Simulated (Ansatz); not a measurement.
`C[SiH](O)O[SiH](O)O` → `CO[Si](O)(O)O[SiH3]`  (isomerisation)

Calculated with Ansatz (gas phase, PBE0-D4/def2-TZVP geometries, no zero-point term in ΔE). CCSD(T)/CBS is the MP2 limit (def2-TZVPP, def2-QZVPP) plus CCSD(T) − MP2 in def2-TZVPP, frozen cores. DFT in def2-TZVPP. One conformer a species, not always the lowest.

CCSD(T)/CBS gives +108.1 kJ/mol.

Task: Another level gave +102.3 kJ/mol. Which?
A. SCS-MP2/def2-TZVPP
B. PBE0/def2-TZVPP
C. HF/def2-TZVPP
D. MP2/def2-TZVPP

Result: A. SCS-MP2/def2-TZVPP 102.3, PBE0 106.7, HF/def2-TZVPP 82.9, MP2/def2-TZVPP 112.1 kJ/mol.

Largest T1 diagnostic among the species: 0.011.

In def2-TZVPP, CCSD(T) changes the Hartree–Fock value by +20.5 kJ/mol (the triples alone add +2.4 kJ/mol) and MP2 by +29.2 kJ/mol.
